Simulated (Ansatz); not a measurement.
Molecule: diethyl(difluoro)germane, C4H10F2Ge, charge 0, multiplicity 1. 
Structure (B3LYP-D3(BJ)/def2-TZVP (Ansatz, a program for electronic structure) minimum search):
```xyz
17

C     -2.3437     1.2780    -0.2248
C     -1.6913    -0.0556    -0.5991
Ge     0.0616    -0.2946     0.2188
F      0.6577    -1.8759    -0.2424
F     -0.1770    -0.4224     1.9495
C      1.4965     0.9871    -0.0928
C      1.8364     1.1478    -1.5771
H     -3.3279     1.3728    -0.6871
H     -1.7444     2.1284    -0.5573
H     -2.4750     1.3670     0.8546
H     -2.3016    -0.9010    -0.2773
H     -1.5641    -0.1467    -1.6799
H      1.1897     1.9370     0.3500
H      2.3576     0.6332     0.4762
H      0.9823     1.5158    -2.1497
H      2.1474     0.1997    -2.0183
H      2.6518     1.8602    -1.7144
```

Total electronic energies in hartree. Valence correlation only, unless marked. No spin-orbit coupling. The frozen core is the preceding noble-gas configuration, with the filled d and f shells of earlier blocks. Non-relativistic. Basis-set limits of correlation are two-point, X^-3; Hartree-Fock from the larger set. [CCSD(T)-MP2]/basis is that difference in the basis named.

```tsv
level	program	energy (Eh)
HF/aug-cc-pVQZ	Ansatz	-2431.85045
B97M-V/def2-TZVPD	Ansatz	-2434.93379
PBE0/6-31G*	Ansatz	-2434.29991
PBE0/def2-QZVPP	Ansatz	-2434.80684
r2SCANh/def2-TZVPD	Ansatz	-2435.17719
B2GP-PLYP-D3(BJ)/def2-TZVPD	Ansatz + dftd3	-2434.51818
CCSD/6-31G	Ansatz	-2431.93048
CCSD(T)/aug-cc-pVTZ	Ansatz	-2433.28191
RI-MP2/CBS(aug-cc-pVTZ,aug-cc-pVQZ)+[CCSD(T)-MP2]/aug-cc-pVTZ	Ansatz	-2433.4548
```

Totals of different functionals don't rank their quality; only differences between species are comparable.
